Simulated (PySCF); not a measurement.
**Trend along group 12: MLi molecules**

r²SCAN with double-zeta basis sets in PySCF, for the lowest determinant that a PBE0 search found; no spin–orbit coupling. De refers to high-spin ground-configuration atoms. A positive dipole means M(−)Li(+).

| M | basis | state (unpaired electrons) | Re (Å) | ωe (cm⁻¹) | De (eV) | μ (D) |
| --- | --- | --- | --- | --- | --- | --- |
| Zn | def2-SVPD | doublet (σ ↑) | 2.821 | 212 | 0.36 | 0.90 |
| Cd | def2-SVP | doublet (σ ↑) | 3.026 | 164 | 0.24 | 1.11 |
| Hg | def2-SVP | doublet (σ ↑) | 3.109 | 126 | 0.15 | 0.49 |

The shortest bond is that of LiZn (2.821 Å), the longest that of LiHg (3.109 Å).

The rows differ in basis set, which adds steps of its own.

Down a group the atoms grow and get heavier, so bonds lengthen and wavenumbers fall; this series shows no clear exception.

Weak bonds: LiCd, LiHg, LiZn. Basis-set superposition, not corrected here, can be much of De in a small basis, most of all at correlated wavefunction levels. Functionals without a dispersion term scatter widely for such bonds, and LDA overbinds them. Spin–orbit coupling is left out. States were picked by a PBE0 search and need not be the measured ground states.
